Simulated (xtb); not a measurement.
C$_{2}$H$_{6}$ClGa, triplet, from a rough starting geometry (GFN-xTB shapes and energies of metal compounds can be far from the true ones) (a higher spin typed on purpose: for a closed-shell molecule this is an excited state); GFN2-xTB in xtb.

Input for xtb:
```
$ xtb mol.xyz --gfn 2 --uhf 2 --opt vtight --json

# file mol.xyz
10

Ga     0.46545704    -0.23167963     0.33407788
C     -1.09296455    -1.46831237     0.10357172
H     -0.82648486    -2.43982834    -0.39713727
H     -1.98894638    -1.07356319    -0.31044014
H     -1.36922701    -1.78558334     1.24350434
C      0.58389831     1.64251666    -0.50690596
H      1.41823195     1.73186620    -1.24284147
H      0.87792529     2.40201849     0.37207608
H     -0.30604252     2.04716961    -0.87415454
Cl     2.13299659    -0.91803736     1.29268330
```

Output, abridged:

```
   ID    Z sym.   atoms
    1   31 Ga     1
    2    6 C      2, 6
    3    1 H      3-5, 7-9
    4   17 Cl     10

           -------------------------------------------------
          |                Calculation Setup                |
           -------------------------------------------------

           -------------------------------------------------
          |                 G F N 2 - x T B                 |
           -------------------------------------------------

          ...................................................
          :                      SETUP                      :
          :.................................................:
          :  # basis functions                  34          :
          :  # atomic orbitals                  32          :
          :  # shells                           16          :
          :  # electrons                        24          :
          :  max. iterations                   250          :
          :  Hamiltonian                  GFN2-xTB          :
          :  restarted?                      false          :
          :  GBSA solvation                  false          :
          :  PC potential                    false          :
          :  electronic temp.          300.0000000     K    :
          :  accuracy                    1.0000000          :
          :  -> integral cutoff          0.2500000E+02      :
          :  -> integral neglect         0.1000000E-07      :
          :  -> SCF convergence          0.1000000E-05 Eh   :
          :  -> wf. convergence          0.1000000E-03 e    :
          :  Broyden damping             0.4000000          :
          :  net charge                          0          :
          :  unpaired electrons                  2          :
          ...................................................

 iter      E             dE          RMSdq      gap      omega  full diag
   1    -12.9913947 -0.129914E+02  0.483E+00    1.95       0.0  T
   2    -12.9963326 -0.493789E-02  0.364E+00    2.30       1.0  T
   3    -13.0309682 -0.346356E-01  0.222E+00    2.21       1.0  T
   4    -13.0390932 -0.812501E-02  0.114E+00    2.37       1.0  T
   5    -13.0384072  0.685985E-03  0.693E-01    2.40       1.0  T
   6    -13.0328246  0.558261E-02  0.872E-01    2.42       1.0  T
   7    -13.0394774 -0.665280E-02  0.248E-01    2.44       1.0  T
   8    -13.0395920 -0.114622E-03  0.130E-01    2.45       1.0  T
[...]
 * total energy  :   -13.0192481 Eh     change       -0.8836606E-04 Eh
 * total energy  :   -13.0193556 Eh     change       -0.1075146E-03 Eh
 * total energy  :   -13.0194349 Eh     change       -0.7934548E-04 Eh
 * total energy  :   -13.0195095 Eh     change       -0.7455780E-04 Eh
 * total energy  :   -13.0195596 Eh     change       -0.5010566E-04 Eh
 * total energy  :   -13.0195815 Eh     change       -0.2195156E-04 Eh
 * total energy  :   -13.0195946 Eh     change       -0.1303712E-04 Eh
 * total energy  :   -13.0195990 Eh     change       -0.4436735E-05 Eh
 * total energy  :   -13.0195975 Eh     change        0.1527304E-05 Eh
 * total energy  :   -13.0196013 Eh     change       -0.3847643E-05 Eh
 * total energy  :   -13.0196014 Eh     change       -0.1033547E-06 Eh
 * total energy  :   -13.0196015 Eh     change       -0.6141865E-07 Eh
   *** GEOMETRY OPTIMIZATION CONVERGED AFTER 35 ITERATIONS ***
         :: total energy             -13.019601491592 Eh    ::
[...]
     4   1 H        0.925     0.071     2.077     2.254
     5   1 H        0.925     0.067     2.119     2.276
     6   6 C        3.458    -0.135    25.723     7.646
     7   1 H        0.925     0.076     2.021     2.223
     8   1 H        0.925     0.067     2.115     2.274
     9   1 H        0.925     0.070     2.080     2.255
    10  17 Cl       0.789    -0.228   106.221    15.766

 Mol. C6AA /au·bohr⁶  :       1873.948857
 Mol. C8AA /au·bohr⁸  :      91904.895233
 Mol. α(0) /au        :         77.598461

Wiberg/Mayer (AO) data.
largest (>0.10) Wiberg bond orders for each atom

 ---------------------------------------------------------------------------
     #   Z sym  total        # sym  WBO       # sym  WBO       # sym  WBO
 ---------------------------------------------------------------------------
     1  31 Ga   2.562 --    10 Cl   1.171     2 C    0.588     6 C    0.587
     2   6 C    3.623 --     4 H    0.959     3 H    0.954     5 H    0.952
                             1 Ga   0.588
     3   1 H    0.994 --     2 C    0.954
     4   1 H    0.995 --     2 C    0.959
     5   1 H    0.995 --     2 C    0.952
     6   6 C    3.622 --     9 H    0.959     7 H    0.955     8 H    0.952
                             1 Ga   0.587
     7   1 H    0.994 --     6 C    0.955
     8   1 H    0.995 --     6 C    0.952
     9   1 H    0.995 --     6 C    0.959
    10  17 Cl   1.337 --     1 Ga   1.171
 ---------------------------------------------------------------------------

Topologies differ in total number of bonds
Writing topology from bond orders to xtbtopo.mol

molecular dipole:
                 x           y           z       tot (Debye)
 q only:       -1.126       0.518      -0.443
   full:       -1.285       0.614      -0.381       3.746
molecular quadrupole (traceless):
                xx          xy          yy          xz          yz          zz
 q only:       -4.187       4.322       2.641      -2.772       0.879       1.546
  q+dip:       -5.048       4.994       2.740      -2.922       1.017       2.308
   full:       -5.875       6.140       3.521      -3.162       0.882       2.354

optimized geometry written to: xtbopt.xyz

           -------------------------------------------------
          | TOTAL ENERGY              -13.019601491592 Eh   |
          | GRADIENT NORM               0.000069688885 Eh/α |
          | HOMO-LUMO GAP               5.602153885557 eV   |
           -------------------------------------------------
```
